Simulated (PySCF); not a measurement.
**Adding and removing an electron: SbTe**

PBE0; Sb def2-TZVPPD with ECP28, Te def2-TZVPPD with ECP28; scalar-relativistic core potentials (PySCF 2.14). Neutral (UKS): doublet (π ↑), Re = 2.524 Å, ωe = 263 cm⁻¹, De = 2.69 eV, HOMO -5.37 eV, LUMO -3.78 eV.

SbTe⁺ (UKS): singlet (closed shell), Re = 2.445 Å, ωe = 308 cm⁻¹, De = 4.43 eV to Sb⁺ + Te. The energies at the minima are -508.31640 hartree for SbTe and -508.04834 for SbTe⁺.

Work out the adiabatic ionisation energy, without and with harmonic zero-point energies (1 hartree = 27.2114 eV, 1 eV = 8065.5 cm⁻¹), and the change of the bond length.

At PBE0: 0.26806 hartree = 7.294 eV between the minima; the zero-point term (308.0 − 263.0)/2 cm⁻¹ = +0.003 eV makes it 7.297 eV. Re changes by -7.9 pm against the neutral. The electron leaves a π orbital, and the shorter bond of the ion fits an antibonding orbital, or a change in how ionic the bond is.

SbTe⁻ (UKS): triplet (π ↑↑), Re = 2.639 Å, ωe = 224 cm⁻¹, De = 2.73 eV to Sb + Te⁻. The energies at the minima are -508.31640 hartree for SbTe and -508.39220 for SbTe⁻.

Work out the adiabatic electron affinity, without and with harmonic zero-point energies (1 hartree = 27.2114 eV, 1 eV = 8065.5 cm⁻¹), and the change of the bond length.

At PBE0: 0.07580 hartree = 2.063 eV between the minima; the zero-point term (263.0 − 224.0)/2 cm⁻¹ = +0.002 eV makes it 2.065 eV. Re changes by +11.5 pm against the neutral. The electron enters a π orbital; the charge polarises the partner, so the anion is bound more strongly.

These are scalar-relativistic numbers at best; spin–orbit coupling would shift them, the dissociation energy most. For an ion De counts to the pair picked by the measured ionisation energies or electron affinities, which need not be the lowest pair at this level. States were picked by a PBE0 search and need not be the measured ground states.
